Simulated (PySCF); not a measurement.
Calculation: PySCF 2.14.0 with B3LYP-D3(BJ)/def2-TZVP // M06-2X/def2-TZVP. All species are isolated molecules in the gas phase. One relaxed conformer stands for a flexible species; it need not be the lowest. B3LYP has the VWN-RPA correlation part, as in Gaussian. 

Reference species (SMILES): `B` (neutral, multiplicity 1).

```yaml
HOMO: -9.75 eV
HOMO–LUMO gap: 7.53 eV
```

Changed species: `CC(OB)=O` (B–O–C–O torsion 24°) (X = acetoxy; the reference has X = H).

Predict the effect on the HOMO and HOMO–LUMO gap.

the HOMO increases by 1.61 eV, to -8.14 eV; the HOMO–LUMO gap drops by 0.91 eV, to 6.62 eV.
